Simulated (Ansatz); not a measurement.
Geometry optimisation, RKS BHLYP-D4/def2-SVP in Ansatz.

Input file:

```yaml
crystal:
  periodic: [false, false, false]
  atoms:
    - { symbol: Ti, position_ang: [0.166917, -0.049513, 0.10568] }
    - { symbol: "N", position_ang: [0.049219, -0.018447, 2.086156] }
    - { symbol: H, position_ang: [-0.295378, -0.83428, 2.575646] }
    - { symbol: H, position_ang: [0.77188, 0.442457, 2.624214] }
    - { symbol: F, position_ang: [1.833597, 0.070688, -0.314354] }
    - { symbol: F, position_ang: [-0.61345, 1.331936, -0.563444] }
    - { symbol: F, position_ang: [-0.486554, -1.519097, -0.494751] }
    - { symbol: Cl, position_ang: [-3.170972, 0.038561, 1.367514] }
    - { symbol: H, position_ang: [-2.135061, 0.550094, 2.02194] }
basis:
  gaussian: { orbitals: def2-SVP }
hamiltonian:
  xc: { name: BHLYP }
  dispersion: d4
relax:
  f_tol: 0.03
  max_steps: 50
```

Launched with:

```bash
$ ansatz run input.yaml --threads 4 --pin off --max-ram 5120MiB --backend cpu --events-out ev --progress --plain --runs-dir out
```

Question: Where does it end, and by what steps?

Answer: The run converged. After 16 steps the energy has fallen by 0.217 eV; H4 moved furthest, 0.60 Å.

```json
{"step": "0", "energy less start (eV)": "0.0000", "largest force component (eV/Å)": "2.284", "accepted": "yes"}
{"step": "1", "energy less start (eV)": "-0.1624", "largest force component (eV/Å)": "0.456", "accepted": "yes"}
{"step": "2", "energy less start (eV)": "-0.1658", "largest force component (eV/Å)": "0.885", "accepted": "yes"}
{"step": "3", "energy less start (eV)": "-0.1801", "largest force component (eV/Å)": "0.669", "accepted": "yes"}
{"step": "4", "energy less start (eV)": "-0.1855", "largest force component (eV/Å)": "0.552", "accepted": "yes"}
{"step": "5", "energy less start (eV)": "-0.1721", "largest force component (eV/Å)": "0.936", "accepted": "no"}
{"step": "6", "energy less start (eV)": "-0.1994", "largest force component (eV/Å)": "0.216", "accepted": "yes"}
{"step": "7", "energy less start (eV)": "-0.2045", "largest force component (eV/Å)": "0.088", "accepted": "yes"}
{"step": "8", "energy less start (eV)": "-0.2066", "largest force component (eV/Å)": "0.046", "accepted": "yes"}
{"step": "9", "energy less start (eV)": "-0.2096", "largest force component (eV/Å)": "0.174", "accepted": "yes"}
{"step": "10", "energy less start (eV)": "-0.2113", "largest force component (eV/Å)": "0.182", "accepted": "yes"}
{"step": "11", "energy less start (eV)": "-0.2123", "largest force component (eV/Å)": "0.194", "accepted": "yes"}
{"step": "12", "energy less start (eV)": "-0.2156", "largest force component (eV/Å)": "0.099", "accepted": "yes"}
{"step": "13", "energy less start (eV)": "-0.2163", "largest force component (eV/Å)": "0.058", "accepted": "yes"}
{"step": "14", "energy less start (eV)": "-0.2166", "largest force component (eV/Å)": "0.055", "accepted": "yes"}
{"step": "15", "energy less start (eV)": "-0.2168", "largest force component (eV/Å)": "0.044", "accepted": "yes"}
{"step": "16", "energy less start (eV)": "-0.2169", "largest force component (eV/Å)": "0.016", "accepted": "yes"}
```

```xyz
9
Properties=species:S:1:pos:R:3
Ti 0.169 -0.041 0.137
N 0.033 -0.044 1.991
H 0.119 -0.892 2.539
H 0.270 0.763 2.553
F 1.835 -0.166 -0.318
F -0.414 1.480 -0.429
F -0.642 -1.447 -0.448
Cl -3.218 0.225 1.440
H -2.033 0.133 1.943
```

Whether the end is a true minimum wasn't checked by a vibrational analysis.

The run took 55 s on 4 threads of Intel(R) Xeon(R) Platinum 8375C CPU @ 2.90GHz (Ice Lake), with other jobs on the host, peak memory 0.35 GiB.
